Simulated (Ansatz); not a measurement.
Relaxation of Cl4FH3O2W (11 atoms, charge 0, multiplicity 1), to a largest force component of 0.03 eV/Å in at most 50 steps.

Method: Ansatz 0.2.0, RKS PBE/def2-SVP.

```xyz
11
Properties=species:S:1:pos:R:3
W -0.324 0.345 -0.516
O 0.531 -0.316 2.483
H -0.036 -1.059 2.111
O 1.264 0.274 0.340
H 1.099 0.053 1.490
Cl -0.018 2.469 -1.362
Cl -2.539 0.267 -1.341
Cl -0.849 -1.851 0.427
Cl 0.467 -0.654 -2.432
F -1.101 1.083 1.031
H -0.111 0.384 2.763
```

Problem. Where does it end, and by what steps?

Solution. It converged. After 12 steps the energy has fallen by 0.262 eV; H3 moved furthest, 0.33 Å.

```csv
step,energy less start (eV),largest force component (eV/Å),accepted
0,0.0000,2.263,yes
1,-0.1407,0.642,yes
2,-0.2115,0.416,yes
3,-0.2214,0.285,yes
4,-0.2333,0.197,yes
5,-0.2417,0.183,yes
6,-0.2487,0.237,yes
7,-0.1410,2.577,no
8,-0.2551,0.295,yes
9,-0.2601,0.185,yes
10,-0.2613,0.097,yes
11,-0.2615,0.110,yes
12,-0.2621,0.020,yes
```

```xyz
11
Properties=species:S:1:pos:R:3
W -0.399 0.375 -0.638
O 0.663 -0.379 2.710
H 0.125 -1.145 2.389
O 1.121 0.283 0.380
H 1.114 0.038 1.430
Cl -0.018 2.490 -1.469
Cl -2.568 0.295 -1.504
Cl -0.936 -1.768 0.350
Cl 0.511 -0.636 -2.488
F -1.209 1.146 0.923
H -0.021 0.295 2.911
```

Whether the end is a true minimum wasn't checked by a vibrational analysis.

The run took 55 s on 4 threads of Arm Neoverse V2, on a shared host, peak memory 0.28 GiB.
